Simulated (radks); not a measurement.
Results of a calculation; reference values are marked as such.
All-electron atom: Fe in [Ar] 3d6 4s2. Code: a radial shooting solver on a logarithmic mesh with Libxc functionals. Model: Dirac Kohn-Sham, BLYP, spin-unpolarised, spherical densities, finite nucleus; open shells fill j = l - 1/2 first; Fermi nuclear charge, rms radius 3.7377 fm.

Spin-orbit splittings of the eigenvalues, e(l+1/2) - e(l-1/2), with zeta = 2 splitting/(2l+1) and mean radii in bohr:

shell  occ.  splitting (eV)  zeta (eV)  <r> j=l-1/2  <r> j=l+1/2
2p        6               ?          ?       0.2334       0.2365
3p        6           1.549      1.033       0.8515       0.8610
3d        6          0.1522    0.06087        1.139        1.146

Estimate the 2p splitting.

Answer. 12.49 eV (zeta = 8.329 eV).
